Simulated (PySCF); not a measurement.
Excitations are Tamm–Dancoff values on a coarser integration grid. The basis has no diffuse functions, so Rydberg states are missing or too high.

Cartesian coordinates (Å):
```xyz
6

O     -1.4577    -0.8890     0.0057
In     0.0470     0.3826    -0.0342
O      1.9427    -0.0821     0.1756
F     -0.4028     2.2519    -0.3048
H     -2.3219    -0.4852    -0.1117
H      2.1088    -1.0197     0.3061
```
Charge 0, spin multiplicity 1.

Q: Estimate the brightest of the four lowest singlets (TDA), total energy, HOMO, LUMO and dipole moment that M06-2X/def2-TZVP in PySCF returns for this input.

A: 
```yaml
brightest of the four lowest singlets (TDA): 6.33 eV
total_energy: -12017.74 eV
HOMO: -10.84 eV
LUMO: -1.57 eV
dipole_moment: 0.443 e·Å
```
